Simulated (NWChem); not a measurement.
Molecule: Si2H4OClF; SMILES O[Si@](F)([SiH3])Cl

```xyz
9

O      1.3579     0.1081    -1.3464
Si     0.3905     0.0506    -0.0202
F      1.2770     0.3179     1.3113
Si    -0.6638    -2.0202     0.0860
Cl    -0.9870     1.5890    -0.0675
H      1.7881     0.9401    -1.5720
H      0.3544    -3.1099     0.1428
H     -1.5196    -2.1844    -1.1253
H     -1.5147    -2.0592     1.3112
```
Atoms are numbered in this order, from 1.

Structure relaxed at the PBE0/def2-SVP level.

Question: Give the principal values of the shielding tensors (ppm) of O1, Si2, F3, Si4, Cl5 from KT2/pcSseg-1, GIAO (NWChem), with their diamagnetic and paramagnetic parts as GIAO splits them.

Answer: 
| atom | σ11 | σ22 | σ33 | isotropic | diamagnetic | paramagnetic |
|---|---|---|---|---|---|---|
| O1 | 184.0 | 236.9 | 275.8 | 232.2 | 390.9 | -158.7 |
| Si2 | 342.1 | 362.7 | 385.8 | 363.5 | 883.0 | -519.5 |
| F3 | 191.1 | 244.9 | 324.4 | 253.5 | 474.6 | -221.2 |
| Si4 | 469.0 | 470.8 | 477.6 | 472.5 | 883.5 | -411.0 |
| Cl5 | 663.8 | 706.3 | 1011.2 | 793.8 | 1150.7 | -356.9 |
